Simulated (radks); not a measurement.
Values are calculated unless marked as measured or tabulated.
The oxygen anion O2-, [Ne], held by a Watson sphere: a shell of charge +2 at radius R that stands for the Madelung well of a crystal (potential energy -2/R inside, -2/r outside, in hartree with lengths in bohr). Level of theory: scalar-relativistic Kohn-Sham, r2SCAN, spin-polarised, spherical densities, finite nucleus; meta-GGA in the generalised Kohn-Sham scheme; Fermi nuclear charge, rms radius of each element as measured or else 0.836 A^(1/3) + 0.57 fm (a radial shooting solver on a logarithmic mesh with Libxc functionals).

| R (bohr) | e(1s) (eV) | e(2s) (eV) | e(2p) (eV) | <r> 2p (bohr) | sum of <r^2> (bohr^2) | X-ray form factor at sin(theta)/lambda = 0.2 1/angstrom |
|---|---|---|---|---|---|---|
| 2.19 | -513.91 | -22.541 | -7.361 | 1.522 | 22.53 | 6.027 |
| 2.24 | -513.88 | -22.339 | -7.190 | 1.533 | 22.87 | 6.006 |
| 2.34 | -513.80 | -21.954 | -6.859 | 1.555 | 23.53 | 5.967 |
| 2.37 | -513.78 | -21.844 | -6.763 | 1.561 | 23.73 | 5.957 |
| 2.53 | -513.62 | -21.292 | -6.273 | 1.594 | 24.80 | 5.904 |
| 3.12 | -512.97 | -19.708 | -4.783 | 1.705 | 28.81 | 5.777 |
